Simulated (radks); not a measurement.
Values are calculated unless marked as measured or tabulated.
Question: Species: the neon ion Ne+. Configuration: [He] 2s2 2p4 3d1 (not the ground configuration). Level of theory: non-relativistic Kohn-Sham, SCAN, spin-polarised, spherical densities, point nucleus; open shells are filled with parallel spins first; meta-GGA in the generalised Kohn-Sham scheme (a radial shooting solver on a logarithmic mesh with Libxc functionals). Some entries of the table are withheld. Estimate them.

orbital  occ.  eigenvalue (hartree)  r(max) (bohr)
1s up       1             -32.42409         0.1029
1s down     1             -32.32043         0.1028
2s up       1                   (1)         0.6564
2s down     1                   (2)         0.6654
2p up       3                   (3)         0.5792
2p down     1                   (4)         0.5960
3d up       1              -0.15889          4.355

Answer: 
(1) 2s up eigenvalue (hartree): -2.80624
(2) 2s down eigenvalue (hartree): -2.58902
(3) 2p up eigenvalue (hartree): -1.91032
(4) 2p down eigenvalue (hartree): -1.66728
